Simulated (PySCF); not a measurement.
A TDDFT job was run through a driver script with this input:

```
{"job": {"kind": "uv", "xc": "CAM-B3LYP", "basis": "def2-SVPD", "nstates": 8, "ntriplets": 3}, "charge": 0, "multiplicity": 1}
C      3.745317    -0.214211     0.393605
C      2.372078     0.121188     0.089527
C      1.232920     0.414193    -0.177683
Ge    -0.594779     0.795098    -0.527685
C     -1.795157    -0.798701    -0.577215
C     -2.147922    -0.552322     0.901272
C     -1.761887     0.926940     1.085748
H      3.778293    -1.044779     1.098217
H      4.248380     0.645620     0.835115
H      4.268407    -0.501712    -0.518117
H     -0.638887     1.852762    -1.622067
H     -1.393400    -1.788683    -0.781107
H     -2.658063    -0.641816    -1.222516
H     -3.189174    -0.767547     1.144643
H     -1.519816    -1.176585     1.537040
H     -2.614436     1.583889     0.920277
H     -1.338871     1.158695     2.060496
```

Output:

```
coarse grid: 63216 points
cycle   1  E = -2311.0707749608  dE =  2.534e-01  |g| = 5.690e-01  |ddm| = 8.985e+00
cycle   2  E = -2311.0799252491  dE = -9.150e-03  |g| = 5.752e-01  |ddm| = 2.550e+00
cycle   3  E = -2311.1339701124  dE = -5.404e-02  |g| = 5.374e-02  |ddm| = 1.146e+00
cycle   4  E = -2311.1341908608  dE = -2.207e-04  |g| = 4.761e-02  |ddm| = 1.967e-01
cycle   5  E = -2311.1347294931  dE = -5.386e-04  |g| = 9.689e-03  |ddm| = 9.166e-02
cycle   6  E = -2311.1347515686  dE = -2.208e-05  |g| = 1.893e-03  |ddm| = 2.503e-02
cycle   7  E = -2311.1347525946  dE = -1.026e-06  |g| = 5.902e-04  |ddm| = 6.850e-03
final grid: 134008 points
cycle   8  E = -2311.1347532372  dE = -4.118e-08  |g| = 6.324e-04  |ddm| = 7.312e-03
cycle   9  E = -2311.1347532132  dE =  2.393e-08  |g| = 7.042e-04  |ddm| = 2.287e-03
cycle  10  E = -2311.1347533433  dE = -1.300e-07  |g| = 4.912e-05  |ddm| = 1.096e-03
cycle  11  E = -2311.1347533438  dE = -4.998e-10  |g| = 1.792e-05  |ddm| = 1.071e-04
converged SCF energy = -2311.1347533438

Static polarisability (au): isotropic 99.847, principal 80.974 88.243 130.324

Singlet excitations
state   eV       nm        f      main configurations
  1   5.9119    209.7   0.00173   H-1->L 0.71, H-1->L+6 0.10
  2   6.1632    201.2   0.06249   H->L 0.55, H-1->L+2 0.10, H-1->L+4 0.09
  3   6.3090    196.5   0.00556   H->L+2 0.31, H->L+4 0.22, H->L+3 0.08
  4   6.9235    179.1   0.00992   H->L+1 0.80
  5   7.0256    176.5   0.02206   H-1->L+1 0.82
  6   7.1397    173.7   0.00614   H-3->L 0.69, H-1->L 0.12
  7   7.1448    173.5   0.27519   H->L 0.32, H-2->L 0.26, H-1->L+2 0.20
  8   7.4017    167.5   0.01107   H->L+2 0.41, H-2->L+1 0.24, H->L+4 0.09

Triplet excitations (Tamm-Dancoff, eV): 5.0125 5.4495 5.5145
```

Computed with PySCF 2.14.0, density-fitted response routines, TDDFT CAM-B3LYP/def2-SVPD, vertical, gas phase, core orbitals frozen in the response. The structure is a single GFN2-xTB conformer in the gas phase; no vibrational or solvent corrections. The CAM-B3LYP/def2-SVPD calculation is non-relativistic and has no spin–orbit coupling, an omission that weighs most on germanium.

What transition dipole goes with state 7?

|μ|² = 3f / (2ΔE) = 3 × 0.2752 / (2 × 0.2626) = 1.572 au, so |μ| = 3.19 D.

How much of the mean polarisability do the listed states account for?

The sum over states Σ f/ΔE² (ΔE in hartree) gives 6.07 au, 6% of the total; the rest comes from higher roots of the same response equations.

What is the polarisability anisotropy, √(½[(α1 − α2)² + (α2 − α3)² + (α3 − α1)²])?

46.15 au.

Which orbital energies lie behind H and L?

HOMO -8.47 eV and LUMO 0.95 eV, a gap of 9.42 eV; state 1 differs from that by -3.51 eV.

What is the total energy of state 8 at this geometry?

-2311.13475 + 0.27201 = -2310.86274 hartree.

Which species is it?

`CC#[C][GeH]1[CH2]C[CH2]1` (C6H10Ge).

The SCF starts on a coarse grid; the energy jumps when the final grid takes over, and dE counts afresh there. H and L stand for HOMO and LUMO.
